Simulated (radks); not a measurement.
All-electron atom: Cr III in [Ar] 3d3.75 4p0.25 (fractional occupations, a model configuration).

All-electron calculation, non-relativistic Kohn-Sham, r2SCAN, spin-polarised, spherical densities, point nucleus; open shells are filled with parallel spins first; meta-GGA in the generalised Kohn-Sham scheme. Program: a radial shooting solver on a logarithmic mesh with Libxc functionals.

Energy parts (eV):
total: -28393.050
kinetic: 28370.525
electron-nucleus: -66970.469
Hartree: 11514.345
exchange-correlation: -1307.451

Orbitals (lengths in bohr, moments of r in powers of bohr; r(90%) holds 90 % of the orbital's charge):
\begin{tabular}{lrrr}
orbital & occ. & eigenvalue (eV) & r(90%) \\ \hline
1s down & 1 & -5878.625 & 0.114 \\
1s up & 1 & -5878.602 & 0.114 \\
2s up & 1 & -689.9395 & 0.458 \\
2s down & 1 & -687.9206 & 0.457 \\
2p up & 3 & -588.2339 & 0.428 \\
2p down & 3 & -586.7033 & 0.426 \\
3s up & 1 & -100.1323 & 1.35 \\
3s down & 1 & -95.0087 & 1.36 \\
3p up & 3 & -71.3279 & 1.47 \\
3p down & 3 & -66.1957 & 1.47 \\
3d up & 3.75 & -26.1680 & 1.99 \\
3d down & 0 & -20.9313 & 2.05 \\
4s up & 0 & -19.2632 & 3.92 \\
4p up & 0.25 & -13.9700 & 4.66 \\
4d up & 0 & -7.4643 & 6.88 \\
\end{tabular}

The highest occupied level is 4p up at -13.970 eV. The configuration is held as typed, so some empty levels lie below it. The spin density at the nucleus is -0.708 e/bohr^3 (1s 0.012, 2s -1.613, 3s 0.893), a Fermi contact field of -37.1 T. Spin moment in Bohr magnetons: 4. The electron density at the nucleus is 9316 e/bohr^3.
